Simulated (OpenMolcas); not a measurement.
Computed levels of 4s2 4p2 in ions with 32 electrons, in cm-1 above 3P0.

```
Program             : OpenMolcas 26.06
Method              : MS-CASPT2, IPEA 0.25 Eh, imaginary shift 0.1 Eh
Basis               : ANO-R2
Scalar Hamiltonian  : X2C, finite nucleus
Spin-orbit coupling : state interaction with AMFI integrals over the reference wave functions, term energies averaged over their components
```

Active space for each ion: 4 electrons in 4 orbitals (4s 4p); closed shells correlated by CASPT2: 3d.

| Level | Se2+ | Kr4+ |
| --- | --- | --- |
| 3P1 | 1545 | 3340 |
| 3P2 | 3540 | 6910 |
| 1D2 | 12560 | 18780 |
| 1S0 | 27860 | 38720 |

**Question.** Estimate 3P2, 1D2, 1S0 for Br3+ from its neighbours Se2+ and Kr4+.

**Answer.** 3P2 is fine structure, which grows about as the fourth power of a screened charge, so the fourth roots are averaged: ((3540^0.25 + 6910^0.25) / 2)^4 = 5015. The calculation gives 5080, so the estimate is off by -1.3 %.
1D2 is another term, which grows about linearly with the charge: (12560 + 18780) / 2 = 15670. The calculation gives 15530, so the estimate is off by +0.9 %.
1S0 is another term, which grows about linearly with the charge: (27860 + 38720) / 2 = 33290. The calculation gives 33040, so the estimate is off by +0.8 %.

CASPT2 breaks the degeneracy within a term, and the mean is taken; among the terms shown or strongly mixed into the levels shown the widest spread is 97 cm-1 (4s2 4p2 1D, Br3+). Over all roots computed the reference weight is 0.85 to 0.96 in Se2+, 0.85 to 0.97 in Br3+, 0.86 to 0.97 in Kr4+; the roots of lowest weight are the least certain, and an intruder state may touch them. Only configurations of the active space appear.
